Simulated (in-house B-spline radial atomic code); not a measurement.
## RPA and G0W0 on r2SCAN0: the arsenic ion As³⁺

Configuration [Ar] 3d10 4s2, mean-field start r2SCAN0. Computed with an all-electron radial atomic-structure program (B-spline basis): all electrons, scalar-relativistic (spin-free one-electron X2C), finite nucleus, each spin shell either full or empty, empty states to l = 9 with an (l + 1/2)⁻⁴ tail; G0W0 by contour deformation at full frequency.

Command:
```bash
python run_gw.py task.json out
```
Settings (radii: box in bohr, nucleus in fm):
```
Z                        33
electrons                30
configuration            [Ar] 3d10 4s2
hamiltonian              x2c
method                   r2scan0
lmax                     9
rms_radius               4.0968
spin_polarised           False
box_radius               14.14
intervals                69
ion_configuration        [Ar] 3d10 4s1
```

Cost of the run: 7.5 s on 1 thread of Arm Neoverse N1, on a shared host.

Energies (hartree):

```tsv
term	value
mean-field total	-2258.64302
Hartree-Fock functional on these orbitals	-2257.06123
direct second order	-2.5808
second-order exchange	0.74994
SOSEX correction	0.68442
```

(1) What is the RPA correlation energy, and what remains with SOSEX?

Quasi-particle levels (eV):

```tsv
level	occupied	mean field	Σx - vxc	Σc	QP weight	G0W0
4s	yes	-45.83	-2.31	?	?	?
3d	yes	-79.95	-11.18	3.37	0.901	-87.76
4p	no	-31.37	4.51	-1.43	0.961	-28.290
```

G0W0 = mean field + (Σx - vxc) + Σc, with Σc (partial-wave tail included) taken at the quasi-particle energy. Only the outer levels were computed. Levels of low weight are left out.

(2) Where does G0W0 put 4s?

(3) What does it cost to remove one electron (to [Ar] 3d10 4s1) by differences of total energies, each species on its own start (correlation terms add to the Hartree-Fock functional)?

Answers

(1) RPA gives -2.2242 hartree (-2.02 eV per electron); RPA + SOSEX gives -1.5398, and the second-order doubles -1.8309 hartree (no singles). SOSEX takes back 31 % of the RPA value.

(2) At -50.17 eV, with Σc = -2.03 eV and a quasi-particle weight of 0.961. The tabulated removal energy is 50.15 ± 0.06 eV (NIST, measured); the calculation leaves out spin-orbit coupling, Breit and QED terms, and what these don't explain is the method's own error.

(3) r2SCAN0 49.55 eV, Hartree-Fock functional 47.79 eV, + RPA 50.07 eV, + RPA + SOSEX 49.55 eV, + second order 50.43 eV. Tabulated: 50.15 ± 0.06 eV (NIST, measured); the calculation leaves out spin-orbit coupling, Breit and QED terms, and what these don't explain is the method's own error.
